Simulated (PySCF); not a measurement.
PySCF 2.14 output of an unrestricted BHandHLYP calculation on a single atom or ion in aug-cc-pwCVTZ-DK (10s9p7d4f3g, 127 functions), with scalar relativity by spin-free X2C-1e:

```
SCF conv_tol = 1e-09
number electrons alpha = 15  beta = 12
    A. D. Becke.,  J. Chem. Phys. 98, 1372 (1993)
    Defined through Gaussian implementation.
cycle= 1 E= -1653.45370073334  delta_E= -0.0103  |g|= 0.0321  |ddm|= 0.273
cycle= 2 E= -1653.45377427953  delta_E= -7.35e-05  |g|= 0.0279  |ddm|= 0.0688
cycle= 3 E= -1653.45385714417  delta_E= -8.29e-05  |g|= 0.00457  |ddm|= 0.0131
cycle= 4 E= -1653.4538590897  delta_E= -1.95e-06  |g|= 0.000628  |ddm|= 0.0065
cycle= 5 E= -1653.45385915355  delta_E= -6.38e-08  |g|= 5.24e-05  |ddm|= 0.00146
cycle= 6 E= -1653.45385915455  delta_E= -1e-09  |g|= 7.12e-06  |ddm|= 0.000207
cycle= 7 E= -1653.45385915456  delta_E= -1.48e-11  |g|= 4.16e-07  |ddm|= 7.61e-06
converged SCF energy = -1653.45385915456  <S^2> = 3.7508873  2S+1 = 4.0004436
```

The run itself started from symmetry-adapted Hartree-Fock orbitals and held the occupation by maximum overlap, on a logarithmic radial grid, so the iterations belong to that start.

Question: Which element, charge and spin multiplicity is this?

Answer: Cu²⁺ (copper, charge +2), multiplicity 4; the state was [Ar] 3d8 4s1, high-spin 4F determinant (an excited configuration).
